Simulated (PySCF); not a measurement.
ClH2Si, SMILES Cl[SiH2] (connectivity only; charge and spin as stated), charge +1, multiplicity 1. Heavy atoms are numbered as in [SiH2:1][Cl:2]. Hydrogens are named by the atom that carries them.

Geometry: B3LYP-D3(BJ)/def2-TZVP. The spin state was assumed, not searched. The isomer is the one that the SMILES or the coordinates give; other isomers of the formula were not compared.

These are CAM-B3LYP/def2-TZVPD run with PySCF values and carry that method's errors.

Mulliken values depend strongly on the basis, most of all with diffuse functions as here. Atomic charges (e), one atom of each kind:

```tsv
atom	IAO	Mulliken
Si1 (SiH2)	___	0.72
Cl2	___	0.08
H on Si1	___	0.10
```

**Question.** Some entries are withheld; supply them. (An estimate is asked for; the answer gives what the named calculation found.)

**Answer.** 
- Si1 (SiH2), IAO: 1.10
- Cl2, IAO: -0.05
- H on Si1, IAO: -0.02
